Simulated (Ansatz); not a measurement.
Ansatz (a first-principles code) input (CCSD(T)/STO-3G):

Ansatz 0.2 input:
```yaml
crystal:
  periodic: [false, false, false]
  atoms:
    - {symbol: C, position_ang: [3.01284702, 0.40168678, 0.10285175]}
    - {symbol: C, position_ang: [1.61985373, -0.05815493, 0.52044288]}
    - {symbol: C, position_ang: [0.64394957, -0.14381939, -0.67490979]}
    - {symbol: C, position_ang: [-0.71958633, -0.60064488, -0.30084377]}
    - {symbol: C, position_ang: [-1.71224266, 0.30931990, 0.32100608]}
    - {symbol: O, position_ang: [-3.06395417, -0.05174311, 0.03088677]}
    - {symbol: H, position_ang: [3.45170933, -0.28594996, -0.62401991]}
    - {symbol: H, position_ang: [3.68684095, 0.45613397, 0.95959547]}
    - {symbol: H, position_ang: [2.97809240, 1.39170371, -0.35805076]}
    - {symbol: H, position_ang: [1.21016423, 0.62794243, 1.26698963]}
    - {symbol: H, position_ang: [1.67768325, -1.03852123, 1.00131443]}
    - {symbol: H, position_ang: [1.07508579, -0.81873925, -1.42071422]}
    - {symbol: H, position_ang: [0.58986119, 0.84845293, -1.13888260]}
    - {symbol: H, position_ang: [-0.93535297, -1.66335778, -0.26011572]}
    - {symbol: H, position_ang: [-1.50976179, 1.34750783, 0.01957351]}
    - {symbol: H, position_ang: [-1.65182883, 0.28530604, 1.41745242]}
    - {symbol: H, position_ang: [-3.12978802, -0.18685879, -0.92151944]}
basis:
  gaussian:
    orbitals: STO-3G
magnetization: {spin_polarized: true, initial_magnetization: 1}
correlation: {method: ccsd_t, electrons: outside_noble_gas}
```

End of the output:

```
6 core orbitals not correlated
reference -7271.71528258 eV, -267.2306076893 hartree; 19, 18 occupied and 16, 17 virtual orbitals, 583 factors
second order -7.42107201 eV of doubles, -0.00000000 eV of singles
coupled cluster: 0.20 GiB planned
cycle   1  -9.09105855 eV  change    -1.7e0 eV  update   9.1e-2
cycle   2  -9.86455756 eV  change   -7.7e-1 eV  update   3.5e-2
cycle   3  -9.93016420 eV  change   -6.6e-2 eV  update   8.8e-3
cycle   4  -9.93701429 eV  change   -6.9e-3 eV  update   3.6e-3
cycle   5  -9.93867775 eV  change   -1.7e-3 eV  update   1.5e-3
cycle   6  -9.93866727 eV  change    1.0e-5 eV  update   5.2e-4
cycle   7  -9.93854350 eV  change    1.2e-4 eV  update   2.4e-4
cycle   8  -9.93860746 eV  change   -6.4e-5 eV  update   8.5e-5
cycle   9  -9.93863361 eV  change   -2.6e-5 eV  update   4.4e-5
perturbative correction -0.07346337 eV, -0.0026997290 hartree
Total energy: -7281.72737957 eV, -267.5985454670 hartree
```

It need not be the lowest isomer of its formula.
